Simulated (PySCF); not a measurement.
## Correlation energy of Tc⁺ (technetium, charge +1)

[Kr] 4d5 5p1, high-spin 7P determinant (an excited configuration). Calculation: PySCF 2.14, in aug-cc-pVTZ-DK; scalar relativity by spin-free X2C-1e. Frozen: [Kr]; 6 electrons correlated.

```json
{"level": "CCSD", "correlation energy (mhartree)": "-80.32"}
{"level": "(T)", "correlation energy (mhartree)": "-1.45"}
{"level": "CCSD(T)", "correlation energy (mhartree)": "-81.77"}
```

Diagnostics: T1 = 0.0091, D1 = 0.0302, largest double amplitude 0.027.

**Question.** Is a single reference adequate?

**Answer.** Yes, within this model without spin-orbit coupling: T1 lies below 0.03 and no double amplitude reaches 0.07.
